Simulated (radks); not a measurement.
Task: The magnesium ion Mg2+, [Ne]. All-electron calculation, non-relativistic Kohn-Sham, PBE, spin-polarised, spherical densities, point nucleus. Program: a radial shooting solver on a logarithmic mesh with Libxc functionals. Every spin shell is full or empty, so the densities are truly spherical. Functionals are evaluated on that one density, not self-consistently. Rank these exchange functionals by their error against the exact value of the orbitals, and give that value: LDA, PBE, PBEsol, RPBE, SOGGA, r2SCAN, MS2, Tao-Mo, TASK, MVS.

Result: Exact: -15.6336 hartree. From best to worst, with 100 (|E| - |E exact|)/|E exact| (equal figures are ties): MVS -0.05, Tao-Mo +0.09, RPBE +0.16, r2SCAN +0.18, MS2 +0.28, PBE -0.55, TASK -2.50, PBEsol -3.72, SOGGA -3.78, LDA -8.67.
